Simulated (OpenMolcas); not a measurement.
## N: thermal populations, Slater's ratio, worked from levels

```yaml
Program: OpenMolcas 26.06
Basis: ANO-R2 [4s4p2d1f]
Scalar_Hamiltonian: X2C, finite nucleus
Active_space: 5 electrons in 8 orbitals (2s 2p 3s 3p)
State_averaging: 2S+1 = 4 odd, 1 root; 2S+1 = 2 odd, 8 roots; 2S+1 = 4 even, 3 roots; 2S+1 = 2 even, 9 roots
Spin-orbit_coupling: RASSI with atomic mean-field integrals over the reference wave functions, term energies averaged over their components
```

Methods: CASSCF; SS-CASPT2, IPEA 0.25 Eh, imaginary shift 0.1 Eh (closed shells correlated: 1s). Measured levels: NIST Handbook of Basic Atomic Spectroscopic Data.

**Thermal populations.** Z = Σ (2J + 1) exp(-E/kT) with k = 0.695035 cm-1/K, over the levels below. No other level of either list lies under 72600 cm-1, which is above 7 kT at each temperature.

```csv
Level,2J + 1,SS-CASPT2,measured
2s2 2p3 4S* 3/2,4,0.0,0.0
2s2 2p3 2D* 3/2,4,20040,19233
2s2 2p3 2D* 5/2,6,20050,19224
2s2 2p3 2P* 1/2,2,29310,28839
2s2 2p3 2P* 3/2,4,29320,28839
```

```json
{"T (K)": "8000", "Z, SS-CASPT2": "4.303", "Z, measured levels": "4.348", "Ground level (%), SS-CASPT2": "93.0", "Ground level (%), measured levels": "92.0"}
{"T (K)": "12000", "Z, SS-CASPT2": "5.083", "Z, measured levels": "5.186", "Ground level (%), SS-CASPT2": "78.7", "Ground level (%), measured levels": "77.1"}
```

At 12000 K, kT = 8340 cm-1, and the computed levels give Z = 4.000 + 0.362 + 0.542 + 0.060 + 0.119 = 5.083.

**Slater's ratio.** With one set of orbitals, p3 has 2D* - 4S* = 9 F2 and 2P* - 2D* = 6 F2 (F2 = F²/25), a ratio of 2/3. Term energies are centres of gravity, weighted by 2J + 1.

```
   Source  2D* - 4S*  2P* - 4S*  F2 from the first  Ratio
   CASSCF      22189      28452               2465  0.282
SS-CASPT2      20047      29314               2227  0.462
 measured      19228      28839               2136  0.500
```

Energies in cm-1. A ratio away from 2/3 shows effects beyond one configuration with one set of orbitals, and in heavier atoms second-order spin-orbit shifts. In CASSCF the valence s occupation is 1.94 in 2P* against 2.00 in 2D*: mixing out of s² acts most on 2P* and pulls it down.

CASPT2 does not keep the components of a term degenerate, so their means are used; among the terms shown or strongly mixed into the levels shown the widest spread is 84 cm-1 (2s2 2p3 2D*, SS-CASPT2). The run also gave levels led by 2s2 2p2 3s, which use shells meant for correlation; these and all levels above them are left out. Without dynamic correlation excited terms often stand tens of per cent too high (terms of higher spin than the ground term too low), and those without a measured partner can miss by more than the paired ones (holds for CASSCF). Measured partners are found by configuration, term and J. A level has none where our copy of the source lacks it or the pairing is in doubt (some pairs that miss far off the trend of their configuration count as doubtful), and it then counts in no deviation. Only configurations of the active space appear.

* marks odd parity.
